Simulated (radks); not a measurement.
Results of a calculation; reference values are marked as such.
Charge is removed step by step from the 2p down level of Sc+, starting from [He] 2s2 2p(up 3, down 3) 3s2 3p6 3d1 4s1. Code: a radial shooting solver on a logarithmic mesh with Libxc functionals. Model: non-relativistic Kohn-Sham, TPSS, spin-polarised, spherical densities, point nucleus; open shells are filled with parallel spins first; meta-GGA in the generalised Kohn-Sham scheme.

[
 {"removed (e)": "0", "E - E(0) (eV)": "0.000", "eigenvalue (eV)": "-395.49", "E minus straight line (eV)": "0.000"},
 {"removed (e)": "0.1", "E - E(0) (eV)": "39.776", "eigenvalue (eV)": "-400.04", "E minus straight line (eV)": "-2.108"},
 {"removed (e)": "0.2", "E - E(0) (eV)": "80.010", "eigenvalue (eV)": "-404.64", "E minus straight line (eV)": "-3.758"},
 {"removed (e)": "0.3", "E - E(0) (eV)": "120.71", "eigenvalue (eV)": "-409.29", "E minus straight line (eV)": "-4.946"},
 {"removed (e)": "0.4", "E - E(0) (eV)": "161.87", "eigenvalue (eV)": "-413.97", "E minus straight line (eV)": "-5.668"},
 {"removed (e)": "0.5", "E - E(0) (eV)": "203.50", "eigenvalue (eV)": "-418.69", "E minus straight line (eV)": "-5.919"},
 {"removed (e)": "0.6", "E - E(0) (eV)": "245.61", "eigenvalue (eV)": "-423.45", "E minus straight line (eV)": "-5.697"},
 {"removed (e)": "0.7", "E - E(0) (eV)": "288.19", "eigenvalue (eV)": "-428.24", "E minus straight line (eV)": "-4.997"},
 {"removed (e)": "0.8", "E - E(0) (eV)": "331.26", "eigenvalue (eV)": "-433.06", "E minus straight line (eV)": "-3.817"},
 {"removed (e)": "0.9", "E - E(0) (eV)": "374.81", "eigenvalue (eV)": "-437.92", "E minus straight line (eV)": "-2.152"},
 {"removed (e)": "1", "E - E(0) (eV)": "418.84", "eigenvalue (eV)": "-442.80", "E minus straight line (eV)": "0.000"}
]

Removing the whole electron costs 418.84 eV by Delta-SCF, against 395.49 eV from minus the eigenvalue at the starting occupation. Slater's transition state (half an electron removed) gives 418.69 eV. Integrating minus the eigenvalue over the occupation (Janak's theorem) gives 418.84 eV. The mean slope of the eigenvalue, de/dn, is 47.3 eV per electron.
